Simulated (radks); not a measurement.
Question: These are the eigenvalues of the occupied orbitals of an atom or ion with whole-number occupations (hartree). Calculated with a radial shooting solver on a logarithmic mesh with Libxc functionals: scalar-relativistic Kohn-Sham, LDA (Slater exchange, Perdew-Wang correlation), spin-polarised, spherical densities, point nucleus.

1s up: -24.99416
1s down: -24.92472
2s up: -1.78557
2s down: -1.64770
2p up: -1.10281
2p down: -0.96215

Which element is it, and in what charge state? The configuration may be excited. Open shells, if any, are filled with parallel spins first.

Answer: Z = 9, fluorine, charge +1: F+ in [He] 2s2 2p4. The list shows which subshells hold electrons but not how many an open one holds; the 1s level, -24.994 hartree, gives Z - s = 7.1 by -(Z - s)^2/2, which with screening and relativity narrows Z to a few neighbours, and the depths of the outer levels then fix element, charge and occupations together.
